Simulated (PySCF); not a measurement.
Compound: C₈H₁₈BN.
Structure used (PBE0-D3(BJ)/def2-SVP), in Å, numbered top down from 1:
```
atom  x, y, z in Å
C1     2.7952   -0.2435    1.1267
N2     1.7755   -0.1509    0.0782
C3     2.1512    0.8988   -0.8810
B4     0.2634    0.1556    0.6924
C5    -0.6997   -0.5536   -0.4319
C6    -1.6001    0.3795   -1.2058
C7    -2.9613    0.7277   -0.6917
C8    -2.8227   -0.1263   -1.9217
C9     0.2565   -1.3392   -1.3580
C10    1.5751   -1.4500   -0.6140
H11    2.5096   -1.0295    1.8354
H12    3.7830   -0.4681    0.6922
H13    2.8406    0.7111    1.6667
H14    1.3555    1.0256   -1.6225
H15    3.0934    0.6384   -1.3914
H16    2.2695    1.8458   -0.3416
H17    0.1727    1.3724    0.8116
H18    0.2507   -0.4176    1.7783
H19   -1.3506   -1.2789    0.0861
H20   -1.0738    1.2036   -1.7056
H21   -3.3218    1.7533   -0.8082
H22   -3.2872    0.2442    0.2339
H23   -3.0571   -1.1915   -1.8308
H24   -3.0917    0.3084   -2.8887
H25    0.4006   -0.8035   -2.3116
H26   -0.1117   -2.3400   -1.6334
H27    2.4482   -1.6872   -1.2467
H28    1.5047   -2.2127    0.1754
```

All values: PBE0/pcSseg-1 (PySCF, non-relativistic), on one gas-phase PBE0-D3(BJ)/def2-SVP geometry that isn't relaxed in the solvent. The solvent is an IEF-PCM continuum (Bondi radii, 1.10 Å for H, scaled by 1.2). The model holds no explicit solvent molecules, cavitation or dispersion.

```json
{"run": "gas", "E − E(gas) (kJ/mol)": "0.00", "HOMO (eV)": "-6.70", "HOMO–LUMO gap (eV)": "7.65", "dipole (D)": "4.68"}
{"run": "P", "E − E(gas) (kJ/mol)": "-30.59", "HOMO (eV)": "-6.91", "HOMO–LUMO gap (eV)": "8.28", "dipole (D)": "6.22"}
{"run": "Q", "E − E(gas) (kJ/mol)": "-13.17", "HOMO (eV)": "-6.78", "HOMO–LUMO gap (eV)": "7.95", "dipole (D)": "5.32"}
```

**Question.** The runs were made in benzene and dimethylsulfoxide. Which run belongs to which solvent?

**Answer.** P = dimethylsulfoxide, Q = benzene. The dielectric constants are 2.271 (benzene), 46.83 (dimethylsulfoxide), and the energy falls further as ε rises. In this model the ground state sees the solvent through ε alone.

**Question.** How constant is the ratio of the lowering to (ε − 1)/(2ε + 1)?

**Answer.** 
```
          solvent  (ε − 1)/(2ε + 1)  E − E(gas) (kJ/mol)  ratio (kJ/mol)  polarisation term (kJ/mol)
          benzene             0.229               -13.17           -57.4                      -14.34
dimethylsulfoxide             0.484               -30.59           -63.2                      -37.44
```

The ratio changes by +10.0 % in size from benzene to dimethylsulfoxide. The polarisation term is half the interaction of the solute with the induced surface charges.
